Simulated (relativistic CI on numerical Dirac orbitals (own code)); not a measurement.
**Ca4+: calculation against measurement**

Calculated at this level of theory: Dirac-Coulomb-Breit CI, KLI orbitals optimised for each configuration, model QED (radiative potential, 1s self-energy scaled to tabulated hydrogen-like ionisation energies), valence Slater integrals scaled by 0.85, configuration energies shifted to the measured levels that pair with them (semi-empirical) (own radial code, finite nucleus).

Configuration list (outside the closed core [Ne]): 3s2 3p4, 3s 3p5, 3s2 3p3 3d, 3s2 3p3 4s, 3s2 3p3 5s, 3p6, 3s2 3p2 3d2, 3s 3p4 3d, 3p4 3d2, 3s2 3p3 4p, 3s2 3p3 4d, 3p5 3d, 3s 3p3 3d2, 3s2 3p3 4f, 3s2 3p3 5p, 3s 3p4 4s, 3s2 3p3 5d, 3s2 3p3 5f, 3s2 3p3 5g, 3s 3p4 4p, 3s2 3p2 3d 4s, 3s 3p4 4d, 3s 3p4 4f, 3s 3p4 5s, 3s2 3p2 3d 4p, 3s 3p4 5p, 3s 3p4 5d, 3s 3p4 5f, 3s 3p4 5g, 3p5 4s. Levels of other configurations are missing.

```tsv
Configuration	Term (tabulated)	J	Measured (cm⁻¹)	Computed	Error	Purity (%)
3s2 3p4	3P	2	0.0	0	0	96
3s2 3p4	3P	1	2404.7	2394	-11	97
3s2 3p4	3P	0	3275.6	3237	-39	96
3s2 3p4	1D	2	18830.3	18164	-667	96
3s2 3p4	1S	0	43836.5	40223	-3613	94
3s 3p5	3P°	1	156760.2	156775	15	86
3s 3p5	3P°	0	157900.5	157922	21	86
3s2 3p3 3d	3P°	2	298214.0	298213	-1	96
3s2 3p3 4s	3D°	2	369696.0	373613	3917	95
3s2 3p3 4s	3D°	3	369959.0	373964	4005	98
3s2 3p3 4s	1D°	2	374728.0	378904	4176	93
3s2 3p3 4s	3P°	0	387039.0	386479	-560	97
3s2 3p3 4s	3P°	1	387226.0	386706	-520	95
3s2 3p3 4s	3P°	2	387652.0	387288	-364	91
3s2 3p3 4s	1P°	1	392283.0	392285	2	92
3s2 3p3 5s	3S°	1	501127.0	501428	301	68
3s2 3p3 5s	3D°	2	524770.0	524255	-515	96
3s2 3p3 5s	3D°	3	525053.0	524536	-517	98
3s2 3p3 5s	1D°	2	526528.0	526226	-302	97
3s2 3p3 5s	3P°	1	542249.0	542634	385	97
3s2 3p3 5s	3P°	2	542650.0	543073	423	96
```

Measured levels from Sugar and Corliss, J. Phys. Chem. Ref. Data 8, 865 (1979); pairs were made by configuration, J and term (by order where the table uses no LS term), so strongly mixed levels may be paired wrongly.

Mean error by configuration (cm⁻¹): 3s2 3p4 -1082; 3s 3p5 18; 3s2 3p3 3d -1; 3s2 3p3 4s 1522; 3s2 3p3 5s -37. Over the excited levels the mean absolute error is 1018 cm⁻¹ (20 of the 27 excited levels that our extract of the source holds in range could be paired, and the others can miss by more), and the median relative error of those above 1,000 cm⁻¹ is 0.098 %, both after the shifts were fitted to these levels, so that a configuration with one level shows no error.

Configurations whose levels could be paired with our table of measured levels were shifted onto them, all but the ground configuration, by the median error of their levels; single terms can still be off by 1,000 to 2,000 cm⁻¹ or more, and rates follow the energies as ν³ (E1, M1) or ν⁵ (E2). The others borrow a shift and can be off by several thousand cm⁻¹ or more. 20 of the 27 excited levels that our extract of the measured tables holds in this range could be paired (the sources list more); they are missed by 1018 cm⁻¹ on average and 4176 at most, after the shifts were fitted to these levels, and levels without a partner can miss by more.

Shifts applied (cm⁻¹): 3s2 3p4 0; 3s 3p5 -12791; 3s2 3p3 3d 24222; 3s2 3p3 4s -14400; 3s2 3p3 5s -19218.
